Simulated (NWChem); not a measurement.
Molecule: CH2BNO3; SMILES O=C=NB(O)O

```xyz
8

B      0.0746    -1.0225     0.0000
N     -0.0571     0.4173     0.0000
C     -0.1681     1.6064     0.0000
O     -0.2764     2.7700     0.0000
O      1.2931    -1.6120     0.0000
H      2.0133    -0.9763     0.0000
O     -1.0168    -1.8233     0.0000
H     -1.8404    -1.3291     0.0000
```
Atoms are numbered in this order, from 1.

Geometry: optimised at PBE0/def2-SVP.

Question: Give the principal values of the shielding tensors (ppm) of B1, N2, C3, O4, O5 from PBE/pcSseg-1, GIAO (NWChem), with their diamagnetic and paramagnetic parts as GIAO splits them.

Answer: 
```csv
atom,σ11,σ22,σ33,isotropic,diamagnetic,paramagnetic
B1,59.6,88.8,97.7,82.0,199.3,-117.2
N2,138.8,148.8,342.3,210.0,327.3,-117.3
C3,-38.1,-37.7,267.5,63.9,260.8,-196.9
O4,95.5,123.0,355.6,191.4,399.8,-208.5
O5,100.6,262.9,265.4,209.6,387.6,-178.0
```
